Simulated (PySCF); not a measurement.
C₄H₆S, SMILES C=C1CCS1. Atoms are numbered in the order given.

```xyz
11

C     -0.0825    -2.0986     0.0000
C      0.1029    -0.7782     0.0000
C      1.3450     0.0929     0.0000
C      0.5905     1.4448     0.0000
S     -1.0538     0.5836     0.0000
H      0.7772    -2.7743     0.0000
H     -1.0814    -2.5409     0.0000
H      1.9765    -0.0565    -0.8905
H      1.9765    -0.0565     0.8905
H      0.7383     2.0621    -0.8969
H      0.7383     2.0621     0.8969
```
Charge 0, spin multiplicity 1.

Geometry optimised at B3LYP-D3(BJ)/def2-SVP.

All values below come from SMD-B3LYP/def2-SVP (PySCF).

Solvation free energies are E(SMD) − E(gas) at the gas-phase geometry, for 1 M in both phases. In vacuum the dipole moment is 1.76 D.

Q: Rank water, dichloromethane, ethylethanoate by solvation free energy, most negative first.

A: dichloromethane (-5.0 kcal/mol), ethylethanoate (-4.1 kcal/mol), water (-0.6 kcal/mol)
